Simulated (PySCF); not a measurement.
A structure optimised at PBE0-D3(BJ)/def2-SVP, used in a PySCF frequency run:

```xyz
12

C     -2.6663     0.3947    -0.1088
C     -1.6100     1.1881    -0.2828
O     -0.2716     0.8852    -0.2034
C      0.2231    -0.3416     0.0808
O     -0.4418    -1.3166     0.2990
Si     2.1508    -0.3714     0.0988
H     -3.6534     0.8478    -0.2201
H     -2.5877    -0.6621     0.1341
H     -1.7101     2.2485    -0.5266
H      2.5617    -0.8455     1.4504
H      2.5756    -1.3566    -0.9354
H      2.7296     0.9712    -0.1860
```
Charge 0, spin multiplicity 1.

**Question.** Write its SMILES and formula.

**Answer.** C=COC(=O)[SiH3], C₃H₆O₂Si

**Question.** What are its rotational constants (standard atomic weights)?

**Answer.** 7.9342, 1.6009, 1.3535 GHz
